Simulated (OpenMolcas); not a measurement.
What dynamic correlation does to the levels of W²⁺

```yaml
Program: OpenMolcas 26.06
Basis: ANO-R2 [8s6p5d3f2g]
Scalar_Hamiltonian: X2C, finite nucleus
Active_space: 4 electrons in 5 orbitals (5d)
State_averaging: 2S+1 = 5 even, 5 roots; 2S+1 = 3 even, 45 roots; 2S+1 = 1 even, 50 roots
Spin-orbit_coupling: RASSI with atomic mean-field integrals over the reference wave functions, term energies averaged over their components
```

Methods on the same reference wave functions:
A. CASSCF
B. SS-CASPT2, IPEA 0.25 Eh, imaginary shift 0.1 Eh (closed shells correlated: 5s 5p)
C. MS-CASPT2, IPEA 0.25 Eh, imaginary shift 0.1 Eh (closed shells correlated: 5s 5p)

Energies in cm⁻¹ above 5d⁴ ⁵D₀, the measured ground level; measured values from NIST levels as listed in McCann et al., Mon. Not. R. Astron. Soc. 538, 537 (2025).

```tsv
Level	A	B	C	Measured
5d⁴ ⁵D₀ [69 %]	0.0	0.0	0.0	0.0
5d⁴ ⁵D₁	1657	2350	2330	2256
5d⁴ ⁵D₂	3629	4670	4630	4461
5d⁴ ⁵D₃	5563	6610	6550	6278
5d⁴ ⁵D₄	7362	8130	8060	7687
5d⁴ ³P₀(1) [60 %]	15084	12030	11960	9904
5d⁴ ³H₄ [59 %]	16320	14920	14840	13701
5d⁴ ³H₅	19278	18060	18000	
5d⁴ ³G₃ [55 %]	19656	17390	17310	
5d⁴ ³P₁(1)	19798	15970	15860	12881
5d⁴ ³F₂(1) [73 %]	20526	17260	17170	
5d⁴ ³H₆	20838	19620	19560	
5d⁴ ³P₂(1) [69 %]	24631	20520	20320	
5d⁴ ³F₃(1) [57 %]	25392	22810	22790	
5d⁴ ³G₅	27288	25470	25410	
5d⁴ ³D₃ [72 %]	28094	24670	24600	
5d⁴ ¹I₆	29350	27430	27370	
5d⁴ ³D₁	30563	27240	27220	
5d⁴ ¹G₄(1) [56 %]	33440	30800	30820	
5d⁴ ¹S₀(1)	35066	31280	30990	
5d⁴ ¹F₃ [72 %]	38790	32860	32800	
5d⁴ ³P₂(2)	43258	36550	36620	
5d⁴ ³F₄(2) [75 %]	44360	38740	38590	
5d⁴ ³F₂(2)	45732	39880	39900
```

Deviations, from unrounded energies. A percentage is the sum of absolute deviations over the sum of measured energies, with the sign that they share, or ± where signs differ.

| Against measurement | Levels | A | B | C |
| --- | --- | --- | --- | --- |
| mean absolute deviation (cm-1) | 7 | 2500 | 1100 | 1000 |
| fine structure of the ground term (%) | 4 | -11.9 | +5.2 | +4.3 |
| other terms of the ground configuration (%) | 3 | +40.3 | +17.6 | +16.9 |

C lies closest to measurement on these levels and A furthest from it. The largest miss of C in the table is 5d⁴ ³P₁(1), by +3000 cm-1. The ranking rests on the paired levels alone, and a cruder setting can come out closer through cancelling errors.

Between B and C the level of the table that moves most is 5d⁴ ¹S₀(1), by 290 cm-1 (lowest in C, highest in B). Moves below CASPT2's spread within the term are not significant.

The mean deviations of B to C differ by less than CASPT2's widest spread within a term (950 cm-1), so their order carries little weight.

From A to B the spin-free energies of the other terms of 5d⁴ shown, above ⁵D, scale by factors of 0.65 to 0.84.

The lowest spin-free term lies below A's lowest term by 0.255 hartree in B, 0.255 hartree in C.

CASPT2 breaks the degeneracy within a term, and the mean is taken; among the terms shown or strongly mixed into the levels shown the widest spread is 1100 cm-1 (5d⁴ ¹G(2), C). Over all roots computed the reference weight is 0.90 to 0.95 in B, 0.90 to 0.95 in C; the roots of lowest weight are the least certain, and an intruder state may touch them. Configurations with an s electron lie low in 5d ions of this charge, fall among these levels and mix in, so low-spin terms can stand far too high, up to twice their true height, and weights are not those of the real levels. The CASPT2 spread within a term exceeds the gap to the next term for 5d⁴ ¹G(1) and 5d⁴ ¹D(1), so the order of their levels is uncertain (figures for B; the like holds for C). Without dynamic correlation excited terms often stand tens of per cent too high (terms of higher spin than the ground term too low), and those without a measured partner can miss by more than the paired ones (holds for A). Some levels mix across a computed gap that differs much from the measured one, so their mixing is not that of the real levels (holds for A). Some terms miss by over 15 % even with CASPT2, which points to a basis or an active space too small for the shells correlated (holds for B; C). Computed and measured levels are paired by configuration, term and J; levels that our copy of the source lacks, or whose pairing is in doubt (as where it misses far off the trend of its configuration), stay unpaired and out of the deviations. Levels of configurations outside the active space are missing. The table leaves out levels that lie high or whose names do not pair safely across all columns.

A share in square brackets marks a mixed level and gives the weight of the term that names it, the lowest over the columns. A number in round brackets counts repeated terms of one configuration in the order of the reference energies.
